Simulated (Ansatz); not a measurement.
System: VF$_{3}$, net charge 0, triplet state. The spin state was set by rule; other spins were not relaxed. 
Geometry from a B3LYP-D3(BJ)/def2-TZVP (Ansatz, a quantum-chemistry and plane-wave program) optimisation:
```
V
F 1 1.7435
F 1 1.7575 2 124.45
F 1 1.7575 2 124.45 3 180.00
```
Charge 0, spin multiplicity 3.

Total electronic energies in hartree. Correlated levels leave the core frozen unless marked. Open shells are spin-unrestricted. No spin-orbit coupling. Frozen are the shells of the preceding noble gas and the d and f shells that filled before the atom's block. Non-relativistic. Basis-set limits of correlation are two-point, X^-3; Hartree-Fock from the larger set.

The Hartree-Fock reference is unstable (checked in the largest basis), which strains HF and MP2. 

```json
[
 {"level": "SVWN5/def2-TZVPD", "program": "Ansatz", "energy (Eh)": "-1239.82699"},
 {"level": "PBE-D4/def2-TZVPD", "program": "Ansatz + dftd4", "energy (Eh)": "-1243.34548"},
 {"level": "BLYP-D4/def2-TZVPD", "program": "Ansatz + dftd4", "energy (Eh)": "-1243.87864"},
 {"level": "r2SCAN-D4/def2-TZVPD", "program": "Ansatz + dftd4", "energy (Eh)": "-1243.69583"},
 {"level": "PBE0/STO-3G", "program": "Ansatz", "energy (Eh)": "-1229.06640"},
 {"level": "PBE0/6-31G*", "program": "Ansatz", "energy (Eh)": "-1243.10661"},
 {"level": "r2SCANh-D4/def2-TZVPD", "program": "Ansatz + dftd4", "energy (Eh)": "-1243.66015"},
 {"level": "LC-wPBE-D3(BJ)/def2-TZVPD", "program": "Ansatz + dftd3", "energy (Eh)": "-1243.49026"},
 {"level": "B2GP-PLYP-D4/def2-TZVPD", "program": "Ansatz + dftd4", "energy (Eh)": "…"},
 {"level": "B2PLYP-D3(BJ)/def2-TZVPD", "program": "Ansatz + dftd3", "energy (Eh)": "…"},
 {"level": "RI-MP2/CBS(def2-TZVPPD,def2-QZVPPD)", "program": "Ansatz", "energy (Eh)": "-1242.5681"},
 {"level": "SCS-MP2/STO-3G", "program": "Ansatz", "energy (Eh)": "-1227.52940"},
 {"level": "CCSD(T)/def2-SVP", "program": "Ansatz", "energy (Eh)": "-1241.67721"},
 {"level": "CCSD(T)/def2-SVPD", "program": "Ansatz", "energy (Eh)": "-1241.75821"}
]
```

Question: Complete the blanks.

Answer: 
- B2GP-PLYP-D4/def2-TZVPD, energy (Eh): -1243.27289
- B2PLYP-D3(BJ)/def2-TZVPD, energy (Eh): -1243.41889
